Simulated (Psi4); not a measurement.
C$_{2}$H$_{5}$, doublet, at a GFN2-xTB geometry. Base run: B3LYP/def2-SV(P) in Psi4.

Input for Psi4:
```
memory 2 GB

molecule {
0 2
  C    -0.02614715   -0.68564880   -0.01471818
  C     0.00914777    0.78429993    0.01653914
  H     0.98817534   -1.11000404   -0.01568722
  H    -0.53087951   -1.08690884    0.86435588
  H    -0.52155198   -1.05009079   -0.91400379
  H     0.10921562    1.30609826    0.94783358
  H     0.05703688    1.34899869   -0.89342413
}

set basis def2-sv(p)
set reference uks

energy('b3lyp')
print_variables()
```

Each row names what was changed in the base input (with any setting that the change needs).

```json
[
 {"change": "base", "ΔE vs base (µEh)": "0.0", "SCF cycles": "8", "grid points": "151772", "basis functions": "38"},
 {"change": "diis_max_vecs = 15", "ΔE vs base (µEh)": "0.0", "SCF cycles": "8", "grid points": "151772", "basis functions": "38"},
 {"change": "guess = sapgau", "ΔE vs base (µEh)": "0.0", "SCF cycles": "9", "grid points": "151772", "basis functions": "38"},
 {"change": "guess = gwh", "ΔE vs base (µEh)": "0.0", "SCF cycles": "9", "grid points": "151772", "basis functions": "38"},
 {"change": "scf_type = dfdirj+link", "ΔE vs base (µEh)": "-11.0", "SCF cycles": "8", "grid points": "151772", "basis functions": "38"},
 {"change": "scf_type = pk", "ΔE vs base (µEh)": "32.7", "SCF cycles": "8", "grid points": "151772", "basis functions": "38"},
 {"change": "scf_type = mem_df", "ΔE vs base (µEh)": "0.0", "SCF cycles": "8", "grid points": "151772", "basis functions": "38"},
 {"change": "diis_max_vecs = 3", "ΔE vs base (µEh)": "0.0", "SCF cycles": "11", "grid points": "151772", "basis functions": "38"},
 {"change": "dft_radial_scheme = multiexp", "ΔE vs base (µEh)": "1.1", "SCF cycles": "8", "grid points": "157734", "basis functions": "38"},
 {"change": "basis_guess = sto-3g", "ΔE vs base (µEh)": "0.0", "SCF cycles": "7", "grid points": "151772", "basis functions": "38"},
 {"change": "ints_tolerance = 1e-8", "ΔE vs base (µEh)": "0.0", "SCF cycles": "8", "grid points": "151772", "basis functions": "38"},
 {"change": "dft_radial_points = 99", "ΔE vs base (µEh)": "0.0", "SCF cycles": "8", "grid points": "199357", "basis functions": "38"},
 {"change": "dft_pruning_scheme = robust", "ΔE vs base (µEh)": "0.0", "SCF cycles": "8", "grid points": "104616", "basis functions": "38"}
]
```

Open shells are given as the SCF converged; they aren't shown to be the lowest states, and a large step between rows can be another state.
